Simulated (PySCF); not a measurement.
## Bond length, frequency and bond energy of TeP by level of theory

State: ²Π (doublet), unpaired electrons π ↑. Set-up: Te def2-SVP with ECP28, P def2-SVP; scalar-relativistic core potentials (PySCF 2.14). De refers to Te + P in their high-spin ground configurations, without counterpoise correction. The functionals are run spin-unrestricted. A positive dipole means Te(−)P(+). Levels whose curve was spin-contaminated or gave no clean fit are not listed.

| Level | Re (Å) | ωe (cm⁻¹) | De (eV) | μ (D) | CPU s a point (SCF and correlation, without the integrals) |
| --- | --- | --- | --- | --- | --- |
| UHF-CCSD | 2.274 | 466 | 2.03 | n/a | n/a |
| UHF-CCSD(T) | 2.292 | 443 | 2.32 | n/a | 6.6 |
| PBE | 2.278 | 462 | 3.46 | -0.62 | 0.84 |
| TPSS | 2.272 | 466 | 3.28 | -0.66 | 1.3 |
| r²SCAN | 2.261 | 475 | 3.02 | -0.62 | 1.2 |
| TPSSh | 2.260 | 478 | 3.10 | -0.62 | 1.3 |
| PBE0 | 2.249 | 483 | 2.98 | -0.53 | 1.2 |

The bond length runs from 2.249 Å (PBE0) to 2.292 Å (UHF-CCSD(T)). De spans 2.03 eV (UHF-CCSD, coupled cluster) to 3.46 eV (PBE, GGA).

Correlated steps freeze 9 core orbitals. Correlated levels converge slowly with the basis: in double zeta they bind strong bonds too weakly, by up to about 1 eV, and carry superposition errors of some tenths. These are scalar-relativistic numbers at best; spin–orbit coupling would shift them, the dissociation energy most. The state is the lowest determinant that a PBE0 search found; another state may lie lower at other levels.

The whole job (state search and all levels along the bond) took about 3.4 min on 1 thread of Arm Neoverse N1 (shared host), peak memory 0.51 GiB.
